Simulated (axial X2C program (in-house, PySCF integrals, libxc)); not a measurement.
Nuclear properties of MoS⁺

Computed with an axial X2C code built on PySCF integrals: two-component X2C with atomic mean-field Coulomb and Gaunt terms, Gaussian nuclei, basis Mo dyall-cv3z, S dyall-av3z with contracted cores.

R = 2.065 Å (near the PBE0 minimum at charge 1 of the determinant lowest at the starting distance; the state shown can have its own minimum elsewhere).

Determinant lowest in the PBE0 search, Ω = 3/2 (⟨Sz⟩ = 1.50, ⟨Lz⟩ = 0.00 at PBE0), spin on the atoms Mo 1.86, S -0.36:

```json
{"level": "PBE0", "Eeff magnitude (GV/cm)": "1.92", "Ws magnitude Mo (kHz)": "0.609", "A∥/gI Mo (MHz)": "895", "qzz Mo (a.u.)": "0.11", "A∥/gI S (MHz)": "47.3", "qzz S (a.u.)": "-1.63"}
{"level": "HF", "Eeff magnitude (GV/cm)": "2.4", "Ws magnitude Mo (kHz)": "0.792", "A∥/gI Mo (MHz)": "467", "qzz Mo (a.u.)": "-1.18", "A∥/gI S (MHz)": "25.7", "qzz S (a.u.)": "-2.80"}
{"level": "PBE", "Eeff magnitude (GV/cm)": "1.46", "Ws magnitude Mo (kHz)": "0.456", "A∥/gI Mo (MHz)": "1010", "qzz Mo (a.u.)": "0.29", "A∥/gI S (MHz)": "37", "qzz S (a.u.)": "-1.40"}
{"level": "TPSSh", "Eeff magnitude (GV/cm)": "1.89", "Ws magnitude Mo (kHz)": "0.583", "A∥/gI Mo (MHz)": "882", "qzz Mo (a.u.)": "0.11", "A∥/gI S (MHz)": "30.3", "qzz S (a.u.)": "-1.51"}
{"level": "LDA", "Eeff magnitude (GV/cm)": "1.41", "Ws magnitude Mo (kHz)": "0.437", "A∥/gI Mo (MHz)": "1110", "qzz Mo (a.u.)": "0.29", "A∥/gI S (MHz)": "29.7", "qzz S (a.u.)": "-1.42"}
```

Eeff is the effective electric field on the electron electric dipole moment in this Ω state and Ws the scalar–pseudoscalar constant of the nucleus named (defined with the proton number Z and per Ω); A∥ (defined per Ω) follows by multiplying with gI = μI/(I μN); qzz is the electric field gradient, eQq0 = 234.96 MHz × Q/barn × qzz. The operators were transformed with the bare-nucleus X2C matrices; with these basis sets, hyperfine constants and field gradients can be off by tens of per cent, and where levels differ in sign neither size nor sign is settled.

Problem. With gI(33S) = 0.4292, Q(33S) = -0.0694 barn (g factors from the IAEA table of nuclear moments by Stone; Q from Pyykkö, Mol. Phys. 2018), turn the PBE0 values of the first state into constants in MHz.

Solution. A∥(33S) = 47.3 × 0.4292 = 20.3 MHz; eQq0(33S) = 234.96 × (-0.0694) × (-1.63) = 26.6 MHz.

Each state is one determinant with collinear spin, which with several unpaired electrons need not be a pure state. Unrestricted Hartree–Fock can overshoot spin polarisation at the nuclei. This is the top spin component of a Σ state; components of lower Ω are not single determinants and can lie lower. With several open shells hyperfine constants can be off by a factor of several. In the state Ω = 3/2 the atomic spins oppose each other (1.86, -0.36): a broken-symmetry determinant whose values are not spin-projected. The search compared states at one distance, so a state with another bond length can lie lower. Further determinants of the search, some of them spin-mixed, are not shown. Where a field gradient or hyperfine factor spreads by more than a factor of two over the levels, a constant derived from it is not to be relied on.
